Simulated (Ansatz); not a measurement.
Geometry optimisation, Ansatz 0.2.0, RKS B3LYP-D4/def2-SVP.

The input (input.yaml):

```yaml
crystal:
  periodic: [false, false, false]
  atoms:
    - { symbol: "N", position_ang: [-0.5192, 1.3622, 0.6242] }
    - { symbol: Si, position_ang: [0.3111, 0.0939, -0.2286] }
    - { symbol: "N", position_ang: [0.5516, -1.2616, 0.8897] }
    - { symbol: O, position_ang: [1.9012, 0.7016, -0.7843] }
    - { symbol: Se, position_ang: [-0.913, -0.6362, -2.0243] }
    - { symbol: H, position_ang: [0.18736, 2.20247, 0.76076] }
    - { symbol: H, position_ang: [-0.68868, 1.0497, 1.60718] }
    - { symbol: H, position_ang: [-0.3175, -1.5457, 1.2384] }
    - { symbol: H, position_ang: [1.0985, -0.8567, 1.7695] }
    - { symbol: H, position_ang: [2.2517, -0.0805, -1.2101] }
    - { symbol: H, position_ang: [-2.077, -1.0186, -1.0468] }
basis:
  gaussian: { orbitals: def2-SVP }
hamiltonian:
  xc: b3lyp
  dispersion: d4
relax:
  f_tol: 0.015
  max_steps: 40
```

Run as:

```bash
$ ansatz run input.yaml --threads 2 --pin off --max-ram 3072MiB --backend cpu --events-out ev --progress --plain --runs-dir out
```

Task: Where does it end, and by what steps?

Result: It converged. After 16 steps the energy has fallen by 1.149 eV; H8 moved furthest, 0.97 Å.

```json
{"step": "0", "energy less start (eV)": "0.0000", "largest force component (eV/Å)": "3.243", "accepted": "yes"}
{"step": "1", "energy less start (eV)": "-0.6247", "largest force component (eV/Å)": "1.534", "accepted": "yes"}
{"step": "2", "energy less start (eV)": "-0.8046", "largest force component (eV/Å)": "1.649", "accepted": "yes"}
{"step": "3", "energy less start (eV)": "-0.9570", "largest force component (eV/Å)": "0.350", "accepted": "yes"}
{"step": "4", "energy less start (eV)": "-0.9925", "largest force component (eV/Å)": "0.429", "accepted": "yes"}
{"step": "5", "energy less start (eV)": "-1.0312", "largest force component (eV/Å)": "0.296", "accepted": "yes"}
{"step": "6", "energy less start (eV)": "-1.0544", "largest force component (eV/Å)": "0.441", "accepted": "yes"}
{"step": "7", "energy less start (eV)": "-1.1003", "largest force component (eV/Å)": "0.183", "accepted": "yes"}
{"step": "8", "energy less start (eV)": "-1.1216", "largest force component (eV/Å)": "0.247", "accepted": "yes"}
{"step": "9", "energy less start (eV)": "-1.1122", "largest force component (eV/Å)": "0.904", "accepted": "no"}
{"step": "10", "energy less start (eV)": "-1.1316", "largest force component (eV/Å)": "0.155", "accepted": "yes"}
{"step": "11", "energy less start (eV)": "-1.1396", "largest force component (eV/Å)": "0.098", "accepted": "yes"}
{"step": "12", "energy less start (eV)": "-1.1427", "largest force component (eV/Å)": "0.263", "accepted": "yes"}
{"step": "13", "energy less start (eV)": "-1.1480", "largest force component (eV/Å)": "0.086", "accepted": "yes"}
{"step": "14", "energy less start (eV)": "-1.1486", "largest force component (eV/Å)": "0.043", "accepted": "yes"}
{"step": "15", "energy less start (eV)": "-1.1488", "largest force component (eV/Å)": "0.017", "accepted": "yes"}
{"step": "16", "energy less start (eV)": "-1.1489", "largest force component (eV/Å)": "0.002", "accepted": "yes"}
```

```xyz
11
Properties=species:S:1:pos:R:3
N -0.059 1.527 0.884
Si 0.350 0.133 -0.025
N 0.285 -1.190 1.065
O 1.792 0.572 -0.742
Se -0.961 -0.523 -1.829
H 0.158 2.443 0.506
H -0.915 1.539 1.428
H 0.257 -2.149 0.736
H 0.710 -1.107 1.984
H 2.114 -0.016 -1.435
H -1.944 -1.219 -0.978
```

Time of the run: 78 s on 2 threads of Arm Neoverse V1, with other jobs on the host, peak memory 0.32 GiB.
